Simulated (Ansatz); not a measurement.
Cl5Nb, charge -1, doublet, geometry from GFN2-xTB (such geometries of metal compounds can be far from the true shape) (the multiplicity is a formal guess) (core potentials on Nb) (a gas-phase anion, which may not be bound at this level).

The Ansatz (a quantum-chemistry and plane-wave program) input:
Ansatz 0.2 input:
```yaml
crystal:
  periodic: [false, false, false]
  atoms:
    - {symbol: Nb, position_ang: [-0.08605415, 0.01826542, 0.05623721]}
    - {symbol: Cl, position_ang: [1.86039851, -0.39487872, -1.21578815]}
    - {symbol: Cl, position_ang: [0.97858169, -1.02629909, 2.00042968]}
    - {symbol: Cl, position_ang: [-1.12922243, 1.05827333, -1.90198452]}
    - {symbol: Cl, position_ang: [-1.53365921, -1.72671987, -0.09399808]}
    - {symbol: Cl, position_ang: [0.03144382, 2.04557246, 1.07571015]}
basis:
  gaussian:
    orbitals: def2-SVP
hamiltonian:
  xc: b3lyp
total_charge: -1
magnetization: {spin_polarized: true, initial_magnetization: 1}
```

### Question
What does this run give for the <S^2>, total energy, number of basis functions?

### Answer

- <S^2>: 0.753
- total energy: -2357.7250 Eh
- number of basis functions: 121

A gas-phase anion may not be bound at this level; its values then depend on the basis.
